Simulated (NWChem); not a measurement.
disulfane (H₂S₂); SMILES SS

```xyz
4

S      0.0207    -1.0361     0.0782
S     -0.0207     1.0361     0.0782
H     -0.9320    -1.2508    -0.8618
H      0.9320     1.2508    -0.8618
```
Atoms are numbered in this order, from 1.

Program: NWChem. Structure relaxed at the PBE0/def2-SVP level. Solvent water, SMD (1 M gas to 1 M solution), gas-phase geometry.

Q: Order these by “dipole in solution (D)”, lowest first: PBE0/3-21G; PBE0/pcseg-1; PBE0/aug-pcseg-1; PBE0/def2-QZVP.

A: PBE0/def2-QZVP (1.61), PBE0/aug-pcseg-1 (1.71), PBE0/pcseg-1 (2.02), PBE0/3-21G (2.51)
